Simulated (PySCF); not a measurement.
A calculated (UHF, PySCF 2.14, aug-cc-pVDZ-DK, the spin-free X2C one-electron Hamiltonian (Gaussian nucleus)) atom or ion has these occupied shells.

| shell | electrons | orbital energy (eV) | rms radius, mean of both spins (bohr) |
| --- | --- | --- | --- |
| 1s α | 1 | -11966.1 | 0.0524 |
| 1s β | 1 | -11966.0 | 0.0524 |
| 2s α | 1 | -1594.4 | 0.219 |
| 2s β | 1 | -1594.3 | 0.219 |
| 2p α | 3 | -1396.1 | 0.196 |
| 2p β | 3 | -1396.0 | 0.196 |
| 3s α | 1 | -247.20 | 0.639 |
| 3s β | 1 | -247.00 | 0.639 |
| 3p α | 3 | -183.46 | 0.667 |
| 3p β | 3 | -183.19 | 0.667 |
| 3d α | 5 | -78.088 | 0.747 |
| 3d β | 5 | -77.933 | 0.747 |
| 4s α | 1 | -39.003 | 1.97 |
| 4s β | 1 | -36.236 | 1.97 |
| 4p α | 1 | -27.781 | 2.33 |

(1) Name the element and its charge.

Answers

(1) As²⁺ (arsenic, charge +2), in [Ar] 3d10 4s2 4p1, 2P determinant.
